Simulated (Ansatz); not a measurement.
`F[CH]([SiH3])[ZnH]` + `CNC` → `C[N](C)[ZnH]` + `FC[SiH3]` at 298.15 K and 1 bar (ligand exchange at a Zn–C bond).

Isolated molecules relaxed with PBE0-D4/def2-TZVP in Ansatz; ΔE leaves out vibrations. CBS: MP2 limit from def2 TZ/QZ plus the TZ coupled-cluster correction, frozen cores. For Zn outer-core shells are correlated without core-valence functions, which leaves a few kJ/mol of doubt a bond. Scalar relativity is left out up to krypton.

```json
{"species": "`F[CH]([SiH3])[ZnH]`", "CCSD(T)/CBS energy (Eh)": "-2208.26193", "H − E (kJ/mol)": "150.2", "S (J/(mol·K))": "342.8"}
{"species": "`CNC`", "CCSD(T)/CBS energy (Eh)": "-135.00321", "H − E (kJ/mol)": "256.9", "S (J/(mol·K))": "271.4"}
{"species": "`C[N](C)[ZnH]`", "CCSD(T)/CBS energy (Eh)": "-1913.37223", "H − E (kJ/mol)": "248.8", "S (J/(mol·K))": "323.5"}
{"species": "`FC[SiH3]`", "CCSD(T)/CBS energy (Eh)": "-429.90570", "H − E (kJ/mol)": "157.3", "S (J/(mol·K))": "287.8"}
```

H − E and S are ideal-gas, rigid-rotor, harmonic terms from PBE0-D4/def2-TZVP, for one conformer and one mirror image of each species. 1 Eh = 2625.50 kJ/mol, R = 8.31446 J/(mol·K).

Problem. By hand: ΔE, ΔH, ΔS and ΔG.

Solution. ΔE = (-1913.37223) + (-429.90570) − (-2208.26193) − (-135.00321) = -0.01279 Eh = -33.6 kJ/mol. Δ(H − E) = 248.8 + 157.3 − 150.2 − 256.9 = -1.0, so ΔH = -34.6 kJ/mol. ΔS = 323.5 + 287.8 − 342.8 − 271.4 = -2.9 J/(mol·K). ΔG = -34.6 − 298.15 × (-2.9)/1000 = -33.7 kJ/mol.

Problem. By hand: the equilibrium constant, and the temperature at which ΔG would vanish if ΔH and ΔS stayed fixed.

Solution. log₁₀ K = −ΔG/(RT ln 10) = 5.9. ΔG = 0 at ΔH/ΔS = 11931 K, far beyond where these terms or the molecules hold.

The number of gas molecules stays the same, so ΔS is small and ΔH decides. A doubt of 5 kJ/mol in ΔE shifts log₁₀ K by 0.9 here. Other conformers and mirror images would add mixing entropy, several J/(mol·K) or more a flexible species. These are equilibria of isolated gas molecules and say nothing of rates. Largest T1 diagnostic: 0.015 (customary marks: 0.02 for closed shells, 0.045 for open ones).
